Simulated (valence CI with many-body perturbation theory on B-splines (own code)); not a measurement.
# Au46+: magnetic and hyperfine properties of the levels

Calculated by configuration interaction combined with many-body perturbation theory (CI+MBPT): five valence electrons over a frozen Dirac-Fock core [Ar] 3d10, radial functions for each j: 9 s, 9 p, 8 d, 6 f, 3 g, 1 h, with the one-electron correlation potential Σ1, the two-electron term Σ2, the three-electron term Σ3, Breit, model QED; selected CI, second order for the rest (own B-spline code, finite nucleus).

No measured spectrum was set against this ion. As an estimate, large intervals hold to a few tenths of a per cent, small ones and those within an open d or f shell to about a per cent. Among the levels kept, up to 360 cm⁻¹ of a level comes from second order outside the variational space, and about a tenth of that is noise between levels of different J, which matters for small intervals.

A/g_I is the dipole constant over the nuclear g factor μ/I (μ in nuclear magnetons, uniformly magnetised nucleus), B/Q the quadrupole constant per barn. Both hold the static response of the core; the bare values leave it out. Large factors of s and p1/2 electrons are usually good to 5 to 10 %; those of open d and f shells near neutrality can be off by tens of per cent, and small factors of p3/2, d and f electrons come from cancelling terms and can be off by a factor of two or in sign, in half-filled shells by more. B is blank for J = 1/2, where it vanishes, and for nearly pure S terms. Energies count from the lowest level.

Levels are named by their leading jj configuration (3d3/2^4 stands for four electrons in 3d with j = 3/2), which in mixed levels can hold well under half, so a name can repeat and another be missing. Letters in brackets count levels of one name in rising energy.

| Level | E (× 10³ cm⁻¹) | g | A/g_I (MHz) | A/g_I bare | B/Q (MHz/b) | B/Q bare |
| --- | --- | --- | --- | --- | --- | --- |
| (4s^2 4p1/2^2 4p3/2) J=3/2 | 0.00 | 1.355 | 72700 | 70000 | 144000 | 140000 |
| (4s^2 4p1/2 4p3/2^2) J=3/2 | 1037.8 | 1.457 | -53200 | -52300 | 14200 | 13700 |
| (4s^2 4p1/2 4p3/2^2) J=5/2 | 1086.0 | 1.194 | 203000 | 197000 | -478 | -447 |
| (4s^2 4p1/2 4p3/2^2) J=1/2 | 1147.1 | 0.658 | 718000 | 697000 |  |  |
| (4s^2 4p1/2^2 4d3/2) J=3/2 | 1386.9 | 0.785 | 35500 | 35700 | 23200 | 23000 |
| (4s^2 4p1/2^2 4d5/2) J=5/2 | 1669.9 | 1.220 | 37800 | 37400 | 11900 | 12000 |
| (4s 4p1/2^2 4p3/2^2) J=5/2 | 1943.9 | 1.456 | 458000 | 444000 | 44700 | 43400 |
| (4s 4p1/2^2 4p3/2^2) J=1/2 | 2069.6 | 2.087 | 2070000 | 2010000 |  |  |
| (4s 4p1/2^2 4p3/2^2) J=3/2 | 2085.7 | 1.174 | -311000 | -302000 | -27900 | -27100 |
| (4s^2 4p3/2^3) J=3/2 | 2193.6 | 1.307 | 76300 | 73500 | -158000 | -153000 |
| (4s^2 4p1/2 4p3/2 4d3/2) J=5/2 [a] | 2418.0 | 0.960 | 153000 | 149000 | -18500 | -17700 |
| (4s^2 4p1/2 4p3/2 4d3/2) J=3/2 [a] | 2422.6 | 0.908 | 138000 | 135000 | -90000 | -87300 |
| (4s^2 4p1/2 4p3/2 4d3/2) J=1/2 [a] | 2424.2 | 0.196 | 287000 | 281000 |  |  |
| (4s^2 4p1/2 4p3/2 4d3/2) J=7/2 | 2467.0 | 1.038 | 149000 | 145000 | 153000 | 149000 |
| (4s^2 4p1/2 4p3/2 4d3/2) J=5/2 [b] | 2596.4 | 1.187 | 4320 | 4490 | 142000 | 138000 |
| (4s^2 4p1/2 4p3/2 4d3/2) J=3/2 [b] | 2609.5 | 1.197 | 29400 | 28400 | 13300 | 12600 |
| (4s^2 4p1/2 4p3/2 4d3/2) J=1/2 [b] | 2617.9 | 1.707 | 329000 | 317000 |  |  |
| (4s^2 4p1/2 4p3/2 4d5/2) J=7/2 [a] | 2648.4 | 1.309 | -38200 | -36800 | 163000 | 158000 |
| (4s^2 4p1/2 4p3/2 4d5/2) J=3/2 [a] | 2687.9 | 1.388 | -63500 | -60900 | -60800 | -58900 |
| (4s^2 4p1/2 4p3/2 4d5/2) J=9/2 | 2702.7 | 1.191 | 112000 | 109000 | 155000 | 151000 |
| (4s^2 4p1/2 4p3/2 4d5/2) J=5/2 [a] | 2710.3 | 1.139 | 176000 | 171000 | -111000 | -107000 |
| (4s^2 4p1/2 4p3/2 4d5/2) J=5/2 [b] | 2820.4 | 1.256 | -42900 | -41300 | 19100 | 18800 |
| (4s^2 4p1/2 4p3/2 4d5/2) J=7/2 [b] | 2822.0 | 1.119 | 129000 | 126000 | 6910 | 7080 |
| (4s^2 4p1/2 4p3/2 4d5/2) J=3/2 [b] | 2843.4 | 0.935 | 207000 | 202000 | 18500 | 18000 |
| (4s^2 4p1/2 4p3/2 4d5/2) J=1/2 | 2855.1 | 1.237 | -260000 | -250000 |  |  |
| (4s 4p1/2 4p3/2^3) J=3/2 [a] | 3042.4 | 1.502 | 362000 | 351000 | -130000 | -126000 |
| (4s 4p1/2 4p3/2^3) J=5/2 | 3113.0 | 1.291 | 575000 | 558000 | -179000 | -174000 |
| (4s^2 4p1/2^2 4f5/2) J=5/2 | 3203.6 | 0.852 | -22200 | -20700 | 16300 | 15200 |
| (4s 4p1/2 4p3/2^3) J=1/2 | 3204.2 | 1.348 | -712000 | -690000 |  |  |
| (4s 4p1/2 4p3/2^3) J=3/2 [b] | 3212.2 | 1.091 | 111000 | 108000 | -14000 | -13500 |
| (4s^2 4p1/2^2 4f7/2) J=7/2 | 3276.9 | 1.169 | 106000 | 103000 | 51000 | 48900 |
| (4s 4p1/2^2 4p3/2 4d3/2) J=5/2 [a] | 3301.2 | 1.279 | 375000 | 364000 | 32700 | 31600 |
| (4s 4p1/2^2 4p3/2 4d3/2) J=3/2 [a] | 3305.6 | 1.306 | 236000 | 229000 | -3040 | -3220 |
| (4s 4p1/2^2 4p3/2 4d3/2) J=1/2 [a] | 3306.7 | 2.450 | 1150000 | 1120000 |  |  |
| (4s 4p1/2^2 4p3/2 4d3/2) J=7/2 | 3364.7 | 1.261 | 249000 | 242000 | 78400 | 75900 |
| (4s 4p1/2^2 4p3/2 4d3/2) J=3/2 [b] | 3419.6 | 0.996 | 119000 | 116000 | -83400 | -80800 |
| (4s 4p1/2^2 4p3/2 4d3/2) J=1/2 [b] | 3486.8 | 0.549 | 303000 | 295000 |  |  |
| (4s 4p1/2^2 4p3/2 4d3/2) J=5/2 [b] | 3503.3 | 0.910 | -117000 | -113000 | 92800 | 90500 |
| (4s 4p1/2^2 4p3/2 4d5/2) J=9/2 | 3522.6 | 1.359 | 271000 | 263000 | 155000 | 151000 |
| (4s 4p1/2^2 4p3/2 4d5/2) J=5/2 [a] | 3602.1 | 1.386 | 415000 | 404000 | -81800 | -79200 |

Task: Take the isotope of mass number 197, with I = 3/2, μ = 0.1452 μN and Q = 0.547 b. What is the hyperfine structure of (4s^2 4p1/2 4p3/2^2) J=1/2?

Result: From the table A = 69500 MHz. Shifts from the centre of gravity in MHz: F = 1: -86900, F = 2: 52100.
